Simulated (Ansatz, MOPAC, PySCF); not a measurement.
Pair of molecules: CH2O (SMILES C=O) (first 4 atoms) with C2H3N (SMILES CC#N); geometry from B3LYP-D3(BJ)/def2-TZVP, rigid monomers moved along the line of their centres of mass till O2···H10 is 3.38 Å.
(charge 0, multiplicity 1):
```xyz
10

C     -0.469    -0.455     0.165
O      0.665    -0.056     0.136
H     -0.710    -1.529     0.256
H     -1.334     0.229     0.102
C      1.190     0.489     4.338
C     -0.175     0.001     4.252
N     -1.252    -0.387     4.142
H      1.210     1.477     4.799
H      1.798    -0.193     4.932
H      1.603     0.555     3.330
```

Interaction energies are E(AB) − E(A) − E(B) at the monomers' geometry in the complex; basis-set methods are counterpoise corrected. Rows marked so take none.

Rows in 6-311+G** carry no dispersion term and start afresh at each structure. The state that PM3 reach isn't checked.

The values were computed with Ansatz (Gaussian basis) for Hartree–Fock, density functionals and correlated methods; MOPAC for PM3 (differences of heats of formation); PySCF for 6-311+G** rows. 

Task: One of these levels gives -36.8 meV for the interaction energy. Name it.
(A) PM3
(B) HF/aug-cc-pVDZ
(C) B3LYP/6-311+G** (no counterpoise)

Result: A, PM3. The others give -100.2 (HF/aug-cc-pVDZ), -79.5 (B3LYP/6-311+G** (no counterpoise))

Ansatz is a program for electronic structure.
